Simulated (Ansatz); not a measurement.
Total energies of H5InNOSi (`[NH2][In][O][SiH3]`) radical.

Z-matrix (Å, degrees):
```
Si
O 1 1.624
H 1 1.495 2 112.0
H 1 1.491 2 111.5 3 120.2
H 1 1.490 2 110.1 3 -119.9
In 2 2.006 1 140.2 3 -22.2
N 6 2.075 2 109.8 1 -175.6
H 7 1.015 6 112.6 2 -163.0
H 7 1.017 6 109.6 2 -43.7
```

Total charge 0; spin multiplicity 2. Correlated methods include outer-core shells of In, which these sets cover unevenly. In: def2 effective core potential. The geometry is a stationary point of PBE0-D4/def2-TZVP. It is one conformer, not always the lowest. Basis def2-TZVPP, the Gaussian-basis code of Ansatz.

RPA on PBE orbitals: Hartree–Fock energy of these orbitals -610.41739 Eh, correlation -1.34497 Eh (frozen core).

```json
{"functional": "LDA (SPW92)", "energy without D4 (Eh)": "-610.22196", "D4 term (kJ/mol)": "–"}
{"functional": "BLYP", "energy without D4 (Eh)": "-612.64774", "D4 term (kJ/mol)": "-37.9"}
{"functional": "B97M-V", "energy without D4 (Eh)": "-612.61496", "D4 term (kJ/mol)": "–"}
{"functional": "PBE0", "energy without D4 (Eh)": "-612.44780", "D4 term (kJ/mol)": "-15.0"}
{"functional": "CAM-B3LYP", "energy without D4 (Eh)": "-612.65791", "D4 term (kJ/mol)": "-15.6"}
{"functional": "LC-ωPBE", "energy without D4 (Eh)": "-612.57606", "D4 term (kJ/mol)": "–"}
{"functional": "ωB97X-V", "energy without D4 (Eh)": "-612.60513", "D4 term (kJ/mol)": "–"}
{"functional": "ωB97M-V", "energy without D4 (Eh)": "-612.59399", "D4 term (kJ/mol)": "–"}
{"functional": "B2PLYP", "energy without D4 (Eh)": "-612.29633", "D4 term (kJ/mol)": "–"}
{"functional": "PBE-QIDH", "energy without D4 (Eh)": "-612.14136", "D4 term (kJ/mol)": "–"}
```

Question: Give the same for PBE, revPBE, r2SCAN, B3LYP, r2SCANh, r2SCAN0, HSE06 (plane-wave form), BHLYP. (Estimate.)

Answer: Computed: 
| functional | energy without D4 (Eh) | D4 term (kJ/mol) |
| --- | --- | --- |
| PBE | -612.42041 | -17.6 |
| revPBE | -612.66755 | -47.3 |
| r2SCAN | -612.69972 | -4.1 |
| B3LYP | -612.81681 | -28.8 |
| r2SCANh | -612.67483 | -4.5 |
| r2SCAN0 | -612.63910 | -5.0 |
| HSE06 (plane-wave form) | -612.43361 | -14.2 |
| BHLYP | -612.57205 | -25.4 |

B3LYP takes the VWN-RPA correlation (the form of Gaussian; ORCA's B3LYP/G). HSE06 is the plane-wave form, built on full-range PBE exchange. The double hybrids freeze the cores in their second-order part.

LC-ωPBE has ω = 0.4 bohr⁻¹.
